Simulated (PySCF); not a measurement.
HSSi, SMILES [Si]=[SH+] (connectivity only; charge and spin as stated), charge +1, multiplicity 1. Coordinates come from a B3LYP-D3(BJ)/def2-TZVP optimisation. The isomer is the one that the SMILES or the coordinates give; other isomers of the formula were not compared.

PySCF with TDA-PBE/def2-TZVPD puts the lowest singlet excitations at 3.38, 3.82, 4.58, 5.19, 6.82, 7.15 eV.

Problem. What are the lowest excitation roots from ADC(2)/aug-cc-pVDZ in PySCF? (Estimate from the structure and the level; the computed values follow.)

Solution. 3.80, 3.91, 4.70, 5.14, 7.36, 7.65 eV. S1 differs by 0.42 eV (second minus first; roots are paired by order, and the bases may differ).
